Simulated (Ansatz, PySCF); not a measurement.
CBr, SMILES [C]Br (connectivity only; charge and spin as stated), neutral, multiplicity 2. Atoms are numbered in the order given.

```xyz
2

C      0.0000     0.0000    -1.5381
Br     0.0000     0.0000     0.2923
```
Charge 0, spin multiplicity 2.

Coordinates come from a B3LYP-D3(BJ)/def2-TZVPD optimisation.

Two levels are set side by side: PBE-D3(BJ)/def2-TZVPD (Ansatz, a quantum-chemistry and plane-wave program) and B3LYP-D3(BJ)/def2-TZVPD (Ansatz). Each level has its own optimised geometry; the coordinates shown are those of the second. Frequencies come from the Hessian of PySCF at each geometry. Differences are taken from unrounded values.

```csv
quantity,B3LYP-D3(BJ)
bond C1–Br2 (Å),1.830
highest harmonic wavenumber (cm⁻¹),711
mean harmonic wavenumber (cm⁻¹),711
zero-point energy (kcal/mol),1.02
```

What does PBE-D3(BJ) give, and how far is it from B3LYP-D3(BJ)? (Estimate from the structure and the level; the computed values follow.)


```csv
quantity,PBE-D3(BJ),PBE-D3(BJ) minus B3LYP-D3(BJ)
bond C1–Br2 (Å),1.831,0.000
highest harmonic wavenumber (cm⁻¹),715,5
mean harmonic wavenumber (cm⁻¹),715,5
zero-point energy (kcal/mol),1.02,0.01
```

On these quantities the two levels nearly agree.
